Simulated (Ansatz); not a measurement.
Reaction (formal exchange of groups at a C–C bond): `C#CCC#N` + `COC(=O)OC` → `C#CCOC(=O)OC` + `CC#N`

Computed with Ansatz on PBE0-D4/def2-TZVP structures; ΔE is electronic, products minus reactants. CBS: MP2 limit from def2 TZ/QZ plus the TZ coupled-cluster correction, frozen cores. This one scheme is used for every species. Functionals use def2-TZVPP. B3LYP here is the variant with VWN-RPA as its local correlation; programs differ in this. Each species was taken in one conformer, which may not be the lowest.

| level | ΔE (kcal/mol) | difference from CCSD(T)/CBS |
| --- | --- | --- |
| PBE-D4 | -4.4 | -0.9 |
| r2SCAN-D4 | -4.7 | -1.2 |
| PBE0-D4 | -4.2 | -0.7 |
| B3LYP-D4 | -4.2 | -0.7 |
| ωB97X-V | -3.8 | -0.3 |
| ωB97M-V | -4.0 | -0.5 |
| B2PLYP | -3.7 | -0.2 |
| PBE | -4.2 | -0.7 |
| r2SCAN | -4.6 | -1.1 |
| PBE0 | -3.9 | -0.4 |
| B3LYP | -3.8 | -0.3 |
| HF/def2-TZVPP | -3.0 | 0.5 |
| MP2/def2-TZVPP | -3.5 | 0.0 |
| SCS-MP2/def2-TZVPP | -3.1 | 0.4 |
| CCSD/def2-TZVPP | -3.4 | 0.1 |
| CCSD(T)/def2-TZVPP | -3.7 | -0.2 |
| HF/def2-QZVPP | -2.9 | 0.6 |
| MP2/def2-QZVPP | -3.4 | 0.1 |
| SCS-MP2/def2-QZVPP | -3.0 | 0.5 |
| HF/CBS(def2) | -2.9 | 0.6 |
| MP2/CBS(def2) | -3.4 | 0.1 |
| CCSD/CBS(def2) | -3.3 | 0.2 |
| CCSD(T)/CBS | -3.5 | 0 |

Largest T1 diagnostic among the species: 0.014.
